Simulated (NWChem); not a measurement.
System: C2H6O2Si; SMILES CC(=O)[SiH2]O

The following NWChem deck was run.

```
start job
memory heap 200 mb stack 900 mb global 1100 mb
geometry units angstroms noautosym nocenter noautoz
  C      0.609041    -2.105534     0.000000
  C     -0.154388    -0.801495     0.000000
  O     -1.381531    -0.773464     0.000000
  Si     0.672129     0.955502     0.000000
  O     -0.653382     1.948771     0.000000
  H      1.262554    -2.155438    -0.881262
  H      1.262554    -2.155438     0.881262
  H     -0.079334    -2.955585     0.000000
  H      1.522547     1.126766    -1.208591
  H      1.522547     1.126766     1.208591
  H     -1.452769     1.386244     0.000000
end
basis spherical
  * library 6-31g*
end
dft
  xc b3lyp
  iterations 150
end
property
  shielding 9 1 2 3 4 5 6 8 9 11
end
task dft property
```

Excerpt of the output:

```
             Northwest Computational Chemistry Package (NWChem) 7.3.0
             --------------------------------------------------------

                             Geometry "geometry" -> ""
                             -------------------------

 Output coordinates in angstroms (scale by  1.889725989 to convert to a.u.)

  No.       Tag          Charge          X              Y              Z
 ---- ---------------- ---------- -------------- -------------- --------------
    1 C                    6.0000     0.60904100    -2.10553400     0.00000000
    2 C                    6.0000    -0.15438800    -0.80149500     0.00000000
    3 O                    8.0000    -1.38153100    -0.77346400     0.00000000
    4 Si                  14.0000     0.67212900     0.95550200     0.00000000
    5 O                    8.0000    -0.65338200     1.94877100     0.00000000
    6 H                    1.0000     1.26255400    -2.15543800    -0.88126200
    7 H                    1.0000     1.26255400    -2.15543800     0.88126200
    8 H                    1.0000    -0.07933400    -2.95558500     0.00000000
    9 H                    1.0000     1.52254700     1.12676600    -1.20859100
   10 H                    1.0000     1.52254700     1.12676600     1.20859100
   11 H                    1.0000    -1.45276900     1.38624400     0.00000000

 Effective nuclear repulsion energy (a.u.)     226.6920884616

                              NWChem Property Module
                              ----------------------

  itol2e modified to match energy
  convergence criterion.

                                 NWChem DFT Module
                                 -----------------

 Summary of "ao basis" -> "ao basis" (spherical)
 ------------------------------------------------------------------------------
       Tag                 Description            Shells   Functions and Types
 ---------------- ------------------------------  ------  ---------------------
 C                           6-31g*                  6       14   3s2p1d
 O                           6-31g*                  6       14   3s2p1d
 Si                          6-31g*                  8       18   4s3p1d
 H                           6-31g*                  2        2   2s

  itol2e modified to match energy
  convergence criterion.

[...]

          -----------------------------------------
          Chemical Shielding Tensors (GIAO, in ppm)
          -----------------------------------------

                                NWChem CPHF Module
                                ------------------

  scftype          =     RHF
  nclosed          =       24
  nopen            =        0
  variables        =     1488
  # of vectors     =        3
  tolerance        = 0.10D-03
  level shift      = 0.00D+00
  max iterations   =       50
  max subspace     =       30

 SCF residual:    5.6419024808418764E-005

Iterative solution of linear equations
  No. of variables     1488
  No. of equations        3
  Maximum subspace       30
        Iterations       50
       Convergence  1.0D-04

   iter   nsub   residual    time
   ----  ------  --------  ---------
     1      3    1.15D+00      50.2
     2      6    1.70D-01      54.5
     3      9    6.15D-03      58.7
     4     12    5.70D-04      63.1
     5     15    1.74D-05      68.1

      Atom:    1  C
        Diamagnetic
    252.6384     -3.5499     -0.0000
     -3.5499    258.7152     -0.0000
     -0.0000     -0.0000    248.9403

        Paramagnetic
   -121.1185    -13.0271     -0.0000
    -13.0271    -69.5077      0.0000
     -0.0000      0.0000   -101.0137

        Total Shielding Tensor
    131.5199    -16.5770     -0.0000
    -16.5770    189.2075     -0.0000
     -0.0000     -0.0000    147.9266

           isotropic =     156.2180
          anisotropy =      56.1206

          Principal Components and Axis System
                 1           2           3
              193.6317    147.9266    127.0957

      1        -0.2579     -0.0000      0.9662
      2         0.9662     -0.0000      0.2579
      3        -0.0000      1.0000      0.0000

      Atom:    2  C
        Diamagnetic
    254.1185     -2.5576     -0.0000
     -2.5576    261.6581     -0.0000
     -0.0000     -0.0000    229.7473

        Paramagnetic
   -404.5735     24.7571     -0.0000
     24.7571   -352.3957      0.0000
     -0.0000      0.0000   -116.5520

        Total Shielding Tensor
   -150.4549     22.1995     -0.0000
     22.1995    -90.7376      0.0000
     -0.0000      0.0000    113.1953

           isotropic =     -42.6657
          anisotropy =    -172.7062

          Principal Components and Axis System
                 1           2           3
             -157.8032    113.1953    -83.3893

      1         0.9493     -0.0000      0.3142
      2        -0.3142      0.0000      0.9493
      3         0.0000      1.0000     -0.0000

      Atom:    3  O
        Diamagnetic
    417.7693     -1.2630     -0.0000
     -1.2630    388.2724      0.0000
     -0.0000      0.0000    391.1543

        Paramagnetic
  -1562.4083    112.3644     -0.0000
    112.3644   -840.0658      0.0000
     -0.0000      0.0000    -18.3810

        Total Shielding Tensor
  -1144.6390    111.1014     -0.0000
    111.1014   -451.7933      0.0000
     -0.0000      0.0000    372.7733

           isotropic =    -407.8864
          anisotropy =   -1131.1985

          Principal Components and Axis System
                 1           2           3
            -1162.0187   -434.4136    372.7733

      1         0.9880      0.1546     -0.0000
      2        -0.1546      0.9880      0.0000
      3         0.0000     -0.0000      1.0000

      Atom:    4  Si
        Diamagnetic
    882.9976     -0.5365     -0.0000
     -0.5365    885.6384     -0.0000
     -0.0000     -0.0000    877.0192

[...]
```

Level: B3LYP/6-31G* (spherical d), GIAO. The geometry was optimised at B3LYP/6-31G* (spherical d). The output numbers the shielded atoms by their place in the input's list. The printed shielding anisotropy is the first printed principal value minus the mean of the other two.
